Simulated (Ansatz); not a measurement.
Vertical ionisation energy (eV) of eight silicon and germanium compounds: PBE beside PBE0, computed with Ansatz (a program for electronic structure) for isolated molecules in the bases named; differences from unrounded values. The eight are the first of their class met in an unordered collection, after screening for sound electronic states; none was chosen by its value. Functionals give these values as differences of separate SCF runs (ΔSCF), EOM-CCSD as a root; each molecule has one DFT geometry for both levels.

```json
[
 {"molecule": "CH7FN2Si, SMILES CN[Si@H](N)F", "basis": "def2-SVPD", "PBE0": "9.34", "PBE": "___", "difference": "___"},
 {"molecule": "C2H6N2OSi, SMILES N[Si@@H]1COC=N1", "basis": "def2-SVPD", "PBE0": "9.35", "PBE": "___", "difference": "___"},
 {"molecule": "C₄H₁₂OSi, SMILES CC[Si@H](C)OC", "basis": "def2-SVPD", "PBE0": "9.45", "PBE": "9.01", "difference": "-0.44"},
 {"molecule": "Ge(H)(F)2(OMe) (CH₄F₂GeO), SMILES C[O][GeH]([F])[F]", "basis": "def2-SVPD", "PBE0": "11.28", "PBE": "11.00", "difference": "-0.28"},
 {"molecule": "FH7OSi3, SMILES O[SiH2][Si@H](F)[SiH3]", "basis": "def2-TZVPD", "PBE0": "9.58", "PBE": "___", "difference": "___"},
 {"molecule": "F₂H₅NSi₂, SMILES N[SiH2][SiH](F)F", "basis": "def2-SVPD", "PBE0": "9.51", "PBE": "9.19", "difference": "-0.32"},
 {"molecule": "Ge(H)(Cl)2(vinyl) (C2H4Cl2Ge), SMILES C=[CH][GeH]([Cl])[Cl]", "basis": "def2-SVPD", "PBE0": "10.59", "PBE": "10.15", "difference": "-0.44"},
 {"molecule": "Si(F)(Br)(OH)2 (BrFH2O2Si), SMILES O[Si](O)(F)Br", "basis": "def2-SVPD", "PBE0": "11.34", "PBE": "10.84", "difference": "-0.50"}
]
```

Q: What belongs in the gaps? (An estimate is asked for; the answer gives what the named calculation found.)

A: 
- CH7FN2Si, SMILES CN[Si@H](N)F, PBE: 9.00
- CH7FN2Si, SMILES CN[Si@H](N)F, difference: -0.35
- FH7OSi3, SMILES O[SiH2][Si@H](F)[SiH3], PBE: 9.31
- FH7OSi3, SMILES O[SiH2][Si@H](F)[SiH3], difference: -0.27
- C2H6N2OSi, SMILES N[Si@@H]1COC=N1, PBE: 8.97
- C2H6N2OSi, SMILES N[Si@@H]1COC=N1, difference: -0.38

PBE lies below PBE0 in 8 and above it in 0 of the eight; the mean signed difference is -0.37 and the largest -0.50 eV.
